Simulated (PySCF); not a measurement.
**Dipole moment and polarisability of GeBrH3**

Compound: GeBrH3.
Cartesian coordinates in Å at the PBE0-D3(BJ)/def2-SVP level; atoms count from 1:
```
atom  x, y, z in Å
Ge1   -0.002    0.002   -0.187
Br2    0.017   -0.025    2.126
H3     1.459    0.013   -0.658
H4    -0.741    1.273   -0.626
H5    -0.733   -1.263   -0.655
```

Level: CAM-B3LYP/def2-SVPD (PySCF), static field, nuclei fixed, core orbitals frozen in the response. The polarisability tensor in these axes (au):

```
x   48.36  0.00  0.14
y    0.00 48.36 -0.21
z    0.14 -0.21 66.03
```

Question: Give the principal values, the mean and the anisotropy Δα = √{½[(α1 − α2)² + (α2 − α3)² + (α1 − α3)²]}.

Answer: Principal values 48.36, 48.36 and 66.03 au; mean 54.25 au = 8.04 Å³ = 8.94 × 10⁻⁴⁰ C²·m²/J; Δα = 17.67 au (33 % of the mean).

Question: What is the dipole moment, and where does it point?

Answer: (-0.02, 0.02, -1.98) D, 1.98 D in size, pointing from the negative to the positive side. Measured along this direction, the outermost atoms are Br2 at the negative end and H4, H3 and H5 at the positive end.

Question: Sum over states: ᾱ = Σ f/ω², ω in Eh. What share falls to these 15 lowest TDDFT singlets (eV, f)? 6.08, 0.0164; 6.08, 0.0165; 7.41, 0.0033; 7.41, 0.0033; 8.15, 0.0000; 8.20, 0.0634; 8.32, 0.0034; 8.32, 0.0034; 8.37, 0.0003; 8.37, 0.0003; 8.80, 0.0582; 8.80, 0.0585; 8.82, 0.7175; 8.96, 0.0035; 8.96, 0.0035.

Answer: They add up to 9.54 au, 17.6 % of the 54.25 au; the largest single term is 6.83 au, from the state at 8.82 eV. Terms in order: 0.33, 0.33, 0.04, 0.05, 0.00, 0.70, 0.04, 0.04, 0.00, 0.00, 0.56, 0.56, 6.83, 0.03, 0.03 au. Higher excitations give the rest. The strengths listed sum to 0.952.

Question: Find the Langevin capture rate constant for O2+ (31.990 u) meeting this molecule (155.863 u), k = 2.342 × 10⁻⁹ cm³/s × √(α in Å³ / reduced mass in u).

Answer: The reduced mass is 26.54 u, so k = 1.29 × 10⁻⁹ cm³/s. The formula leaves out the permanent dipole, which adds to the capture rate.

Question: Give the eigenvalues of the traceless quadrupole moment Θ = ½Σq(3rr − r²1), origin at the centre of nuclear charge.

Answer: -0.92, -0.92, 1.84 D·Å. The values depend on the origin, since the dipole doesn't vanish. The electronic extent ⟨r²⟩ about the same centre is 455 bohr², a root-mean-square distance of 1.35 Å for the 70 electrons.

Question: Rayleigh depolarisation ratio (linearly polarised light, static tensor)?

Answer: ρ = 3Δα²/(45ᾱ² + 4Δα²) = 937.0/(132432 + 1249.3) = 0.00701.

Geometry: PBE0-D3(BJ)/def2-SVP; no solvent, vibrations or thermal averaging. The calculation is non-relativistic, for germanium and bromine too.
